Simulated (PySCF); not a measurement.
trisilane (H$_{8}$Si$_{3}$), singlet, at a GFN2-xTB geometry. Base run: BLYP/STO-3G (PySCF).

Input for PySCF:
```python
from pyscf import gto, scf, dft

mol = gto.Mole()
mol.atom = '''
    Si    1.844347    0.778114   -0.032315
    Si    0.164165   -0.812706   -0.092287
    Si   -1.998435   -0.015297    0.118937
    H     3.199017    0.233124   -0.147584
    H     1.701845    1.753556   -1.117068
    H     1.816064    1.543718    1.217351
    H     0.413797   -1.824509    0.949779
    H     0.276432   -1.592490   -1.337797
    H    -2.320290    0.952466   -0.933897
    H    -2.193734    0.681556    1.393588
    H    -3.034216   -1.048978    0.054940
'''
mol.basis = 'sto-3g'
mol.charge = 0
mol.spin = 0
mol.verbose = 4
mol.build()

mf = dft.RKS(mol)
mf.xc = 'blyp'
mf.kernel()
```

The base run was repeated with changes; each row names its change, and settings that it needs were set with it.

```json
[
 {"change": "base", "ΔE vs base (mEh)": "0.000", "SCF cycles": "7", "outcome": "converged"},
 {"change": "diis_space = 20", "ΔE vs base (mEh)": "0.000", "SCF cycles": "7", "outcome": "converged"},
 {"change": "level_shift = 0.1 (with mf.max_cycle = 100)", "ΔE vs base (mEh)": "0.000", "SCF cycles": "8", "outcome": "converged"},
 {"change": "level_shift = 0.3 (with mf.max_cycle = 100)", "ΔE vs base (mEh)": "0.000", "SCF cycles": "10", "outcome": "converged"},
 {"change": "conv_tol = 1e-11", "ΔE vs base (mEh)": "0.000", "SCF cycles": "9", "outcome": "converged"},
 {"change": "diis = off (with mf.max_cycle = 100)", "ΔE vs base (mEh)": "-", "SCF cycles": "100", "outcome": "not converged"},
 {"change": "conv_tol = 1e-6", "ΔE vs base (mEh)": "0.000", "SCF cycles": "6", "outcome": "converged"},
 {"change": "init_guess = atom", "ΔE vs base (mEh)": "0.000", "SCF cycles": "8", "outcome": "converged"},
 {"change": "diis = off; damp = 0.3 (with mf.diis_start_cycle = 200; with mf.max_cycle = 150)", "ΔE vs base (mEh)": "0.000", "SCF cycles": "11", "outcome": "converged"},
 {"change": "init_guess = huckel", "ΔE vs base (mEh)": "0.000", "SCF cycles": "8", "outcome": "converged"},
 {"change": "init_guess = mod_huckel", "ΔE vs base (mEh)": "0.000", "SCF cycles": "8", "outcome": "converged"},
 {"change": "diis = off; damp = 0.6 (with mf.diis_start_cycle = 200; with mf.max_cycle = 150)", "ΔE vs base (mEh)": "0.000", "SCF cycles": "13", "outcome": "converged"},
 {"change": "damp = 0.5; diis_start_cycle = 5", "ΔE vs base (mEh)": "0.000", "SCF cycles": "8", "outcome": "converged"}
]
```
